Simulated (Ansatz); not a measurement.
Problem. Name a neutral molecule of C, F, N, Si and H with HOMO energy (PBE0/def2-TZVPP) between -7.05 and -6.75 eV and HOMO–LUMO gap (ωB97M-V/def2-TZVPP) between 11.30 and 11.60 eV (Ansatz, PBE0-D4/def2-TZVP geometry).

Solution. `NC[SiH](N)F` (-7.04 eV, 11.57 eV); `C[Si]1(F)CN1` (-6.88 eV, 11.41 eV); `NCC[SiH2]F` (-7.04 eV, 11.57 eV); `C[C@@]1(F)N[Si@@H]1N` (-6.83 eV, 11.32 eV). Other molecules can fit too; these were computed, each in one conformer that needn't be the lowest.
